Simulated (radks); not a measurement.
The numbers below are computed, except where a source is named.
Task: Radial electron density D(r) = 4 pi r^2 rho(r) of an atom or ion with 64 electrons. Level of theory: non-relativistic Kohn-Sham, PBE, spin-polarised, spherical densities, point nucleus (a radial shooting solver on a logarithmic mesh with Libxc functionals).

r (bohr)  D(r) (e/bohr)   spin D(r)
0.00107           2.341  0.00000843
0.001246          3.102   0.0000112
0.001462          4.155   0.0000149
0.001702          5.461   0.0000196
0.001997          7.242   0.0000259
0.002325          9.412   0.0000336
0.002728          12.31   0.0000438
0.003176          15.75   0.0000558
0.003727          20.22   0.0000711
0.004339          25.35   0.0000882
0.005091          31.71    0.000109
0.005927          38.64    0.000130
0.0069            46.28    0.000150
0.008097          54.78    0.000170
0.009427          62.81    0.000181
0.01106           70.53    0.000180
0.01288           76.43    0.000160
0.01511           80.38    0.000112
0.01759           81.55   0.0000354
0.02065           80.16  -0.0000788
0.02404           77.21   -0.000210
0.02821           74.17   -0.000346
0.03284           73.44   -0.000430
0.03853           76.89   -0.000388
0.04486           84.70  -0.0000974
0.05222           95.33    0.000682
0.06129           105.7     0.00263
0.07135           110.5     0.00692
0.08372           107.4      0.0175
0.09747           98.49      0.0404
0.1144            88.92      0.0938
0.1332            85.94       0.200
0.1563            90.83       0.420
0.1819            97.12       0.800
0.2135            95.30        1.47
0.2485            81.16        2.45
0.2893            60.67        3.77
0.3395            44.79        5.45
0.3953            42.02        7.07
0.4638            47.37        8.39
0.54              49.91        8.91
0.6337            43.77        8.53
0.7377            32.34        7.48
0.8657            21.14        6.01
1.008             14.72        4.57
1.183             11.61        3.21
1.377             9.756        2.16
1.616             7.462        1.35
1.881             5.047       0.863
2.19              3.041       0.575
2.57              1.737       0.399
2.992             1.147       0.287
3.511            0.8761       0.188
4.087            0.7007       0.106
4.796            0.4973      0.0428
5.583            0.3029     0.00933
6.552            0.1469    -0.00345
7.628           0.06031    -0.00463
8.951           0.01854    -0.00256
10.42          0.004619   -0.000929
12.23         0.0007755   -0.000209
14.24         0.0001017  -0.0000343

What is the nuclear charge?

Result: Z = 64. The innermost maximum, from 1s, lies near 1/Z = 0.0156 bohr (found: 0.0175), and its height grows with Z. The density is that of neutral gadolinium in [Xe] 4f7 5d1 6s2; the configuration itself is not fixed sharply by these data, and Z only to a few units. D(r) has 4 maxima, at r = 0.0175, 0.0731, 0.194, 0.527 bohr, and minima at 0.0315, 0.130, 0.380 bohr, inside which lie 1.97, 11.38, 29.48 electrons.
